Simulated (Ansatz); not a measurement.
The lowest singlet and triplet of H2Sn (SMILES [SnH2]); geometries from B3LYP-D3(BJ)/def2-TZVP, each state relaxed from the structure named, with no frequency check.
Singlet (charge 0, multiplicity 1):
```xyz
3

Sn    -0.00013     0.04819     0.00000
H     -1.26196    -1.20820     0.00000
H      1.26857    -1.20127     0.00000
```
Triplet (charge 0, multiplicity 3):
| atom | x (Å) | y (Å) | z (Å) |
|---|---|---|---|
| Sn | -0.0001 | 0.0337 | 0.0000 |
| H | -1.4873 | -0.8455 | 0.0000 |
| H | 1.4916 | -0.8379 | 0.0000 |

A positive gap puts the triplet lower; no zero-point energy. R- takes a restricted singlet. U- takes an unrestricted singlet (broken symmetry where lower, unprojected). The triplet is unrestricted in single-reference levels. Active spaces average the two states.

Frozen-core correlation. Filled d and f shells under p-block atoms count as core.

Run with Ansatz (an electronic-structure program) with Gaussian orbitals.  In def2 rows elements past Kr take small-core potentials, without spin–orbit coupling.

```tsv
level	gap E(singlet) − E(triplet), adiabatic (kcal/mol)
R-HF/def2-QZVPP	-13.33
U-SCS-MP2/def2-QZVPP (spin-contaminated)	-25.18
U-CCSD/def2-SVP (spin-contaminated)	-23.96
R-CCSD(T)/def2-QZVPP	-25.67
R-CCSDT(Q)/def2-TZVPP	-25.32
SA-CASSCF(6,6)/def2-SVP	-21.19
SC-NEVPT2 on SA-CASSCF(6,6)/def2-SVP	-23.88
FIC-MRCISD+Q on SA-CASSCF(6,6)/def2-SVP	-24.44
FIC-MRCISD+Q on SA-CASSCF(6,6)/def2-QZVPP	(withheld)
```

Fill in the missing entries.


- FIC-MRCISD+Q on SA-CASSCF(6,6)/def2-QZVPP, gap E(singlet) − E(triplet), adiabatic (kcal/mol): -26.37

Doubts at one or more of the structures used: a restricted determinant that unrestricted orbitals would lower (R-HF/def2-QZVPP, R-CCSD(T)/def2-QZVPP, R-CCSDT(Q)/def2-TZVPP); T1 above 0.05 (U-CCSD/def2-SVP (spin-contaminated)).
